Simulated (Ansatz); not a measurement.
One change: `CC[SiH2]C` becomes `C[SiH2][CH2][AlH2]`.

Ansatz, PBE0-D4/def2-TZVP geometries, multiplicity 1. Each molecule was computed in one conformer, which needn't be the lowest.

```tsv
property	`CC[SiH2]C`
HOMO energy (PBE/def2-TZVPP) / eV	-6.95
HOMO–LUMO gap (PBE0/def2-TZVPP) / eV	9.19
size of the dipole moment (PBE/def2-TZVPP) / D	0.85
HOMO energy (ωB97M-V/def2-TZVPP) / eV	-10.48
LUMO energy (ωB97M-V/def2-TZVPP) / eV	2.40
HOMO–LUMO gap (B3LYP/def2-TZVPP) / eV	8.70
```

Task: Give the same properties after the change, and the shifts. (Estimate.)

Result: Ansatz gave: 
```tsv
property	`C[SiH2][CH2][AlH2]`	shift
HOMO energy (PBE/def2-TZVPP) / eV	-6.68	0.27
HOMO–LUMO gap (PBE0/def2-TZVPP) / eV	6.50	-2.69
size of the dipole moment (PBE/def2-TZVPP) / D	1.04	0.19
HOMO energy (ωB97M-V/def2-TZVPP) / eV	-10.07	0.41
LUMO energy (ωB97M-V/def2-TZVPP) / eV	0.19	-2.21
HOMO–LUMO gap (B3LYP/def2-TZVPP) / eV	6.08	-2.62
```

With PBE0 the HOMO rises by 0.35 eV and the LUMO falls by 2.35 eV, so the gap narrows by about 2.70 eV. PBE moves the HOMO by 0.27 eV and ωB97M-V by 0.41 eV. Dipoles are sizes alone; their direction can turn.

B3LYP here is the variant with VWN-RPA as its local correlation; programs differ in this.
